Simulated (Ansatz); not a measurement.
`[CH3][V](=[O])([F])[Cl]` + HCl → `[CH3][V](=[O])([Cl])[Cl]` + H–F at 500 K and 1 bar (ligand exchange at a V–F bond).

Gas-phase electronic energies from Ansatz, PBE0-D4/def2-TZVP geometries. CCSD(T)/CBS is the MP2 limit (def2-TZVPP, def2-QZVPP) plus CCSD(T) − MP2 in def2-TZVPP, frozen cores. This one scheme is used for every species. For V outer-core shells are correlated without core-valence functions, which leaves a few kJ/mol of doubt a bond. Scalar relativity is left out up to krypton.

| species | CCSD(T)/CBS energy (Eh) | H − E (kJ/mol) | S (J/(mol·K)) |
| --- | --- | --- | --- |
| `[CH3][V](=[O])([F])[Cl]` | -1618.18468 | 156.8 | 409.4 |
| HCl | -460.38127 | 32.5 | 201.9 |
| `[CH3][V](=[O])([Cl])[Cl]` | -1978.17138 | 155.5 | 422.4 |
| H–F | -100.39570 | 39.4 | 188.7 |

H − E and S are ideal-gas, rigid-rotor, harmonic terms from PBE0-D4/def2-TZVP, for one conformer and one mirror image of each species. 1 Eh = 2625.50 kJ/mol, R = 8.31446 J/(mol·K).

By hand: ΔE, ΔH, ΔS and ΔG.

ΔE = (-1978.17138) + (-100.39570) − (-1618.18468) − (-460.38127) = -0.00113 Eh = -3.0 kJ/mol. Δ(H − E) = 155.5 + 39.4 − 156.8 − 32.5 = 5.6, so ΔH = 2.6 kJ/mol. ΔS = 422.4 + 188.7 − 409.4 − 201.9 = -0.2 J/(mol·K). ΔG = 2.6 − 500 × (-0.2)/1000 = 2.7 kJ/mol.

By hand: the equilibrium constant, and the temperature at which ΔG would vanish if ΔH and ΔS stayed fixed.

log₁₀ K = −ΔG/(RT ln 10) = -0.3. ΔH and −TΔS have one sign here, so there is no such temperature.

The number of gas molecules stays the same, so ΔS is small and ΔH decides. The sign of ΔG lies within the doubt. A doubt of 5 kJ/mol in ΔE shifts log₁₀ K by 0.5 here. Other conformers and mirror images would add mixing entropy, several J/(mol·K) or more a flexible species. These are equilibria of isolated gas molecules and say nothing of rates. Largest T1 diagnostic: 0.031 (customary marks: 0.02 for closed shells, 0.045 for open ones).

ΔS is within the doubt of such terms, so its sign, and with it that verdict, could turn.
